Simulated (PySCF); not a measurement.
Structure from 2D NMR

Compound of formula C₆H₈F₃N. Correlations simulated from computed shifts and the bond graph:

HSQC (one-bond C–H):
```csv
δH,δC
6.85,117.2
3.32,51.6
2.95,23.8
2.68,33.8
```

COSY cross peaks (H two or three bonds apart, from the bond graph; peaks can be absent where the dihedral angle is near 90°):
```csv
δH,δH
3.32,2.95
```

HMBC (two and three bonds, from the bond graph):
```csv
δH,δC
6.85,"168.1, 83.6, 23.8"
3.32,"168.1, 83.6, 33.8, 23.8"
2.95,"168.1, 117.2, 83.6, 51.6"
2.68,"168.1, 51.6"
```

Carbons without hydrogens: δ 168.1, 83.6.

How the numbers were obtained: NMR shieldings at PBE0/pcSseg-1/GIAO, GFN2-xTB geometry, in PySCF 2.14 (in vacuum, non-relativistic Hamiltonian, one computed conformer, rapidly exchanging positions averaged).

References, each an isolated molecule treated in the same way: 1H and 13C vs TMS.

Exchangeable hydrogens are left out of these lists.

Question: Work out the connectivity.

Answer: `InChI=1S/C6H8F3N/c1-10-3-2-4(5(7)8)6(10)9/h5H,2-3H2,1H3`.

Mapped SMILES: `[CH3:1][N:2]1[CH2:3][CH2:4][C:5]([CH:6]([F:7])[F:8])=[C:9]1[F:10]`. Each H is labelled by its parent atom.

- δC 168.1 is C9, an alkene carbon bearing nitrogen.
- δC 117.2 is C6, an allylic sp3 CH bonded to 2 F (δH 6.85).
- δC 83.6 is C5, a β carbon of an enol-ether or enamine type C=C.
- δC 51.6 is C3, an sp3 CH2 bonded to N (δH 3.32).
- δC 33.8 is C1, a methyl carbon bonded to N (δH 2.68).
- δC 23.8 is C4, an allylic sp3 CH2 (δH 2.95).
- HMBC from δH 6.85 reaches the proton-free carbons C9, C5.
- HMBC from δH 3.32 reaches the proton-free carbons C9, C5.
- HMBC from δH 2.95 reaches the proton-free carbons C9, C5.
- HMBC from δH 2.68 reaches the proton-free carbon C9.
- COSY links 3.32–2.95.

This is the structure that produced the data.

Shifts are as computed. Against solution values, carbons near 30 ppm lie about +3 ppm off and those near 130 ppm about +5 ppm. Of 1211 compounds with measured shifts, 218 miss one by over three times the rms of a fit or turn the order of signals round; such compounds aren't used in these exercises.
